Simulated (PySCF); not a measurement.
BrHg, charge +1, singlet, geometry from GFN2-xTB (such geometries of metal compounds can be far from the true shape) (core potentials on Hg), with bond 1-2 at 2.4 times its length; PySCF with CASSCF(2,2)/def2-SVP.

PySCF was given this input:
```python
from pyscf import gto, scf, mcscf
import numpy

mol = gto.M(
    atom='''
Hg    0.000000    0.000000   -3.972124
Br    0.000000    0.000000    1.621275
''',
    basis='def2-svp',
    ecp={'Hg': 'def2-svp'},
    charge=1,
    spin=0,
    verbose=4,
)

mf = scf.RHF(mol)
mf.kernel()
mc = mcscf.CASSCF(mf, 2, 2)
mc.fix_spin_(ss=0.0)
mc.kernel()
occ = numpy.linalg.eigvalsh(mc.fcisolver.make_rdm1(mc.ci, mc.ncas, mc.nelecas))[::-1]
ss = mc.fcisolver.spin_square(mc.ci, mc.ncas, mc.nelecas)[0]
print('natural occupations', occ.round(4), ' <S^2>', round(ss, 4))
```

Predict the main parts of the log of this PySCF run.


```
PySCF version 2.14.0

[INPUT] verbose = 4
[INPUT] num. atoms = 2
[INPUT] num. electrons = 54
[INPUT] charge = 1
[INPUT] spin (= nelec alpha-beta = 2S) = 0
[INPUT] symmetry False subgroup None
[INPUT] Mole.unit = angstrom
[INPUT] Symbol           X                Y                Z      unit          X                Y                Z       unit  Magmom
[INPUT]  1 Hg     0.000000000000   0.000000000000  -3.972124000000 AA    0.000000000000   0.000000000000  -7.506226492812 Bohr   0.0
[INPUT]  2 Br     0.000000000000   0.000000000000   1.621275000000 AA    0.000000000000   0.000000000000   3.063765722604 Bohr   0.0

nuclear repulsion = 66.225214336399
number of shells = 24
number of NR pGTOs = 131
number of NR cGTOs = 64
basis = def2-svp
ecp = {'Hg': 'def2-svp'}

******** <class 'pyscf.scf.hf.RHF'> ********
method = RHF
initial guess = minao
damping factor = 0
level_shift factor = 0
DIIS = <class 'pyscf.scf.diis.CDIIS'>
diis_start_cycle = 1
diis_space = 8
diis_damp = 0
SCF conv_tol = 1e-09
SCF conv_tol_grad = None
SCF max_cycles = 50
direct_scf = True
direct_scf_tol = 1e-13
Set gradient conv threshold to 3.16228e-05
Initial guess from minao.
init E= -2711.14786582402

WARN: HOMO -0.527812593081805 == LUMO -0.527812593081749

cycle= 1 E= -2723.76544931505  delta_E= -12.6  |g|= 1.34  |ddm|= 15.8
  HOMO = -0.385566556642648  LUMO = -0.309066124304166  gap/eV = 2.08168
cycle= 2 E= -2723.61460244176  delta_E= 0.151  |g|= 1.23  |ddm|= 5.22
  HOMO = -0.464136346314524  LUMO = -0.336548017851513  gap/eV = 3.47186
cycle= 3 E= -2724.09973148895  delta_E= -0.485  |g|= 0.41  |ddm|= 3.56
  HOMO = -0.442845428502414  LUMO = -0.427023206214523  gap/eV = 0.43054
cycle= 4 E= -2724.13654770018  delta_E= -0.0368  |g|= 0.17  |ddm|= 0.548
  HOMO = -0.452733752094622  LUMO = -0.424824552831536  gap/eV = 0.75945
cycle= 5 E= -2723.83590330882  delta_E= 0.301  |g|= 0.618  |ddm|= 3.18
  HOMO = -0.439253781672568  LUMO = -0.419612429701974  gap/eV = 0.53447
cycle= 6 E= -2724.14053985843  delta_E= -0.305  |g|= 0.144  |ddm|= 3.08
  HOMO = -0.446589908244883  LUMO = -0.426398406795438  gap/eV = 0.54944
cycle= 7 E= -2723.83455187317  delta_E= 0.306  |g|= 0.619  |ddm|= 3.08
  HOMO = -0.445616960137152  LUMO = -0.426510395750179  gap/eV = 0.51992
cycle= 8 E= -2723.83522099571  delta_E= -0.000669  |g|= 0.617  |ddm|= 0.00808
  HOMO = -0.441971733506317  LUMO = -0.428518623946691  gap/eV = 0.36608
cycle= 9 E= -2723.84004339704  delta_E= -0.00482  |g|= 0.604  |ddm|= 0.0276
  HOMO = -0.437903944309387  LUMO = -0.430837083314819  gap/eV = 0.19230
cycle= 10 E= -2723.84561542534  delta_E= -0.00557  |g|= 0.588  |ddm|= 0.0314
  HOMO = -0.44173592831348  LUMO = -0.428645429448015  gap/eV = 0.35621
cycle= 11 E= -2723.84036986043  delta_E= 0.00525  |g|= 0.603  |ddm|= 0.0288
  HOMO = -0.450351742638769  LUMO = -0.402204599930892  gap/eV = 1.31015
cycle= 12 E= -2724.13450320306  delta_E= -0.294  |g|=  0.2  |ddm|= 3.09
  HOMO = -0.441996341922669  LUMO = -0.416327204097053  gap/eV = 0.69849
cycle= 13 E= -2724.14054242298  delta_E= -0.00604  |g|= 0.145  |ddm|= 0.125
  HOMO = -0.456173522139733  LUMO = -0.4197090627377  gap/eV = 0.99225
cycle= 14 E= -2723.81837605026  delta_E= 0.322  |g|= 0.661  |ddm|= 3.07
  HOMO = -0.455564849276419  LUMO = -0.419944345334357  gap/eV = 0.96928
cycle= 15 E= -2723.81919263197  delta_E= -0.000817  |g|= 0.659  |ddm|= 0.00468
  HOMO = -0.454041193423879  LUMO = -0.420765787520732  gap/eV = 0.90547
cycle= 16 E= -2723.82119437649  delta_E= -0.002  |g|= 0.654  |ddm|= 0.0101
  HOMO = -0.456820453670094  LUMO = -0.419104661372048  gap/eV = 1.02630
cycle= 17 E= -2723.81683029075  delta_E= 0.00436  |g|= 0.665  |ddm|= 0.0213
  HOMO = -0.456851195965453  LUMO = -0.419413272459231  gap/eV = 1.01874
cycle= 18 E= -2723.81718686469  delta_E= -0.000357  |g|= 0.664  |ddm|= 0.0178
  HOMO = -0.462446596039556  LUMO = -0.416112878796633  gap/eV = 1.26080
cycle= 19 E= -2723.80824679486  delta_E= 0.00894  |g|= 0.687  |ddm|= 0.0429
  HOMO = -0.457224730834189  LUMO = -0.419190909560316  gap/eV = 1.03495
cycle= 20 E= -2723.81659451018  delta_E= -0.00835  |g|= 0.666  |ddm|= 0.0413
  HOMO = -0.454456505896453  LUMO = -0.393704230404527  gap/eV = 1.65315
cycle= 21 E= -2724.13043523111  delta_E= -0.314  |g|= 0.229  |ddm|= 3.12
  HOMO = -0.467914320641035  LUMO = -0.371014392055996  gap/eV = 2.63678
cycle= 22 E= -2724.11498346538  delta_E= 0.0155  |g|= 0.316  |ddm|= 0.218
  HOMO = -0.465741233069221  LUMO = -0.414645945187551  gap/eV = 1.39037
cycle= 23 E= -2723.80295821693  delta_E= 0.312  |g|= 0.699  |ddm|= 3.21
  HOMO = -0.467012950797673  LUMO = -0.413915943923083  gap/eV = 1.44484
cycle= 24 E= -2723.8008736673  delta_E= 0.00208  |g|= 0.704  |ddm|= 0.0125
  HOMO = -0.468645626773062  LUMO = -0.412970401904185  gap/eV = 1.51500
cycle= 25 E= -2723.79818826807  delta_E= 0.00269  |g|= 0.71  |ddm|= 0.0143
  HOMO = -0.459607576191005  LUMO = -0.417954414731709  gap/eV = 1.13344
cycle= 26 E= -2723.81255755198  delta_E= -0.0144  |g|= 0.676  |ddm|= 0.0693
  HOMO = -0.465151029160938  LUMO = -0.414909070352984  gap/eV = 1.36715
cycle= 27 E= -2723.80383131995  delta_E= 0.00873  |g|= 0.697  |ddm|= 0.0506
  HOMO = -0.468291493799914  LUMO = -0.413217256053368  gap/eV = 1.49865
cycle= 28 E= -2723.79880075836  delta_E= 0.00503  |g|= 0.709  |ddm|= 0.0264
  HOMO = -0.453380953920844  LUMO = -0.421400624122292  gap/eV = 0.87023
cycle= 29 E= -2723.82198331224  delta_E= -0.0232  |g|= 0.652  |ddm|= 0.11
  HOMO = -0.480107032063399  LUMO = -0.350698307503933  gap/eV = 3.52139
cycle= 30 E= -2724.09578731737  delta_E= -0.274  |g|= 0.397  |ddm|= 3.28
  HOMO = -0.448480963674246  LUMO = -0.34005480761337  gap/eV = 2.95043
cycle= 31 E= -2724.08398524305  delta_E= 0.0118  |g|= 0.439  |ddm|= 0.113
  HOMO = -0.469033604621238  LUMO = -0.370336078942426  gap/eV = 2.68570
cycle= 32 E= -2724.1145119823  delta_E= -0.0305  |g|= 0.319  |ddm|= 0.322
  HOMO = -0.442222548748662  LUMO = -0.4173448408081  gap/eV = 0.67696
cycle= 33 E= -2724.14123244545  delta_E= -0.0267  |g|= 0.142  |ddm|= 0.464
  HOMO = -0.450542537670338  LUMO = -0.423027327184108  gap/eV = 0.74873
cycle= 34 E= -2723.83086908435  delta_E= 0.31  |g|= 0.639  |ddm|= 3.04
  HOMO = -0.451731353597695  LUMO = -0.422355945357369  gap/eV = 0.79935
cycle= 35 E= -2723.82871707919  delta_E= 0.00215  |g|= 0.644  |ddm|= 0.0147
  HOMO = -0.451418710805631  LUMO = -0.422533770537544  gap/eV = 0.78600
cycle= 36 E= -2723.82932243908  delta_E= -0.000605  |g|= 0.643  |ddm|= 0.00645
  HOMO = -0.449723827769319  LUMO = -0.423483105245577  gap/eV = 0.71405
cycle= 37 E= -2723.83267384063  delta_E= -0.00335  |g|= 0.636  |ddm|= 0.0239
  HOMO = -0.451278767642187  LUMO = -0.422625388997119  gap/eV = 0.77970
cycle= 38 E= -2723.82977569386  delta_E= 0.0029  |g|= 0.642  |ddm|= 0.0186
  HOMO = -0.437952356048346  LUMO = -0.429119822903229  gap/eV = 0.24035
cycle= 39 E= -2723.8895669489  delta_E= -0.0598  |g|= 0.587  |ddm|= 0.483
  HOMO = -0.452060804891654  LUMO = -0.421384575607505  gap/eV = 0.83474
cycle= 40 E= -2723.83377115089  delta_E= 0.0558  |g|= 0.647  |ddm|= 0.377
  HOMO = -0.457425075047653  LUMO = -0.389434383168758  gap/eV = 1.85012
cycle= 41 E= -2724.12845492754  delta_E= -0.295  |g|= 0.246  |ddm|= 3.09
  HOMO = -0.47517126765457  LUMO = -0.359940459501304  gap/eV = 3.13559
cycle= 42 E= -2724.10573974256  delta_E= 0.0227  |g|= 0.36  |ddm|= 0.295
  HOMO = -0.45587900217667  LUMO = -0.419299101871614  gap/eV = 0.99539
cycle= 43 E= -2723.8407420525  delta_E= 0.265  |g|= 0.658  |ddm|= 3.18
  HOMO = -0.455076827299891  LUMO = -0.419621073963539  gap/eV = 0.96480
cycle= 44 E= -2723.84412487903  delta_E= -0.00338  |g|= 0.655  |ddm|= 0.0234
  HOMO = -0.456908318172525  LUMO = -0.418583599382876  gap/eV = 1.04287
cycle= 45 E= -2723.83899949842  delta_E= 0.00513  |g|= 0.662  |ddm|= 0.0282
  HOMO = -0.449770658010517  LUMO = -0.42284294849547  gap/eV = 0.73274
cycle= 46 E= -2723.85814054116  delta_E= -0.0191  |g|= 0.633  |ddm|=  0.1
  HOMO = -0.451137512741221  LUMO = -0.422172521693184  gap/eV = 0.78818
cycle= 47 E= -2723.85317092473  delta_E= 0.00497  |g|= 0.639  |ddm|= 0.0312
  HOMO = -0.448102055074914  LUMO = -0.423766177589655  gap/eV = 0.66221
cycle= 48 E= -2723.86749179583  delta_E= -0.0143  |g|= 0.625  |ddm|= 0.0916
  HOMO = -0.452460250261915  LUMO = -0.42136068846786  gap/eV = 0.84626
cycle= 49 E= -2723.84964247756  delta_E= 0.0178  |g|= 0.644  |ddm|= 0.11
  HOMO = -0.477374285359952  LUMO = -0.354848420686153  gap/eV = 3.33410
cycle= 50 E= -2724.09896317967  delta_E= -0.249  |g|= 0.384  |ddm|= 3.22
SCF not converged.
SCF energy = -2724.09896317967

******** <class 'pyscf.mcscf.mc1step.CASSCF'> ********
CAS (1e+1e, 2o), ncore = 26, nvir = 36
max_cycle_macro = 50
max_cycle_micro = 4
conv_tol = 1e-07
conv_tol_grad = None
orbital rotation max_stepsize = 0.02
orbital rotation threshold for CI restart = 0.01
augmented hessian ah_max_cycle = 30
augmented hessian ah_conv_tol = 1e-12
augmented hessian ah_linear dependence = 1e-14
augmented hessian ah_level shift = 1e-08
augmented hessian ah_start_tol = 2.5
augmented hessian ah_start_cycle = 3
augmented hessian ah_grad_trust_region = 3
kf_trust_region = 3
kf_interval = 4
ci_response_space = 4
ci_grad_trust_region = 3
with_dep4 0
natorb = False
canonicalization = True
sorting_mo_energy = False
ao2mo_level = 2
internal_rotation = False
******** <class 'pyscf.fci.addons.SpinPenaltyFCISolver'> ********
max. cycles = 50
conv_tol = 1e-08
davidson only = True
linear dependence = 1e-12
level shift = 0.001
max iter space = 12
nroots = 1
pspace_size = 400
spin = None
CASCI E = -2724.30863125319  S^2 = 0.0000000
Set conv_tol_grad to 0.000316228
macro iter   1 ( 13 JK    4 micro), CASSCF E = -2724.31707362726  dE = -8.44237408e-03  S^2 = 0.0000000
               |grad[o]|=0.0898  |grad[c]|=0.00895  |ddm|=0.000911  |maxRot[o]|=0.127
macro iter   2 (  5 JK    2 micro), CASSCF E = -2724.31708070953  dE = -7.08226889e-06  S^2 = 0.0000000
               |grad[o]|=0.0016  |grad[c]|=1.06e-05  |ddm|=1.04e-05  |maxRot[o]|=0.00561
macro iter   3 (  3 JK    1 micro), CASSCF E = -2724.31708071117  dE = -1.64163794e-09  S^2 = 0.0000000
               |grad[o]|=4.72e-05  |grad[c]|=1.36e-05  |ddm|=1.93e-05  |maxRot[o]|=0.000548
1-step CASSCF converged in   3 macro ( 21 JK   7 micro) steps
CASSCF canonicalization
Density matrix diagonal elements [1.00000091 0.99999909]
CASSCF energy = -2724.31708071117
CASCI E = -2724.31708071117  E(CI) = -1.33321165260941  S^2 = 0.0000000
natural occupations [1.0001 0.9999]  <S^2> 0.0
```

Convergence was not reached.
